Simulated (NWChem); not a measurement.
System: CH3BrMgO; SMILES [Mg]([Br])[O]C

```xyz
7

Mg     0.2902    -0.2283    -0.3642
Br    -0.8891     0.7361     1.4199
O      1.1753    -0.9520    -1.7033
C      1.8663    -1.5164    -2.7477
H      2.2656    -0.7523    -3.4439
H      2.7317    -2.1145    -2.3994
H      1.2300    -2.1954    -3.3493
```
Atoms are numbered in this order, from 1.

All runs: NWChem. Pople sets run with spherical d functions. The geometry was optimised at PBE0/def2-SVP. Vzz is the largest principal value of the second derivative of the potential at the nucleus (NWChem prints the opposite sign); η is the asymmetry. Non-relativistic.

| level | Vzz Mg1 (a.u.) | η Mg1 | Vzz Br2 (a.u.) | η Br2 | Vzz O3 (a.u.) | η O3 |
|---|---|---|---|---|---|---|
| PBE0/cc-pVTZ | -0.720 | 0.00 | 2.065 | 0.00 | 1.635 | 0.00 |
| PBE0/def2-SVP | -0.756 | 0.00 | 2.182 | 0.00 | 1.612 | 0.00 |
| B3LYP/6-31G* | (withheld) | 0.00 | 2.210 | 0.00 | 1.576 | 0.00 |
| B3LYP/def2-SVP | -0.757 | 0.00 | 2.208 | 0.00 | 1.586 | 0.00 |

Question: What belongs in the gaps?

Answer: 
- B3LYP/6-31G*, Vzz Mg1 (a.u.): -0.574
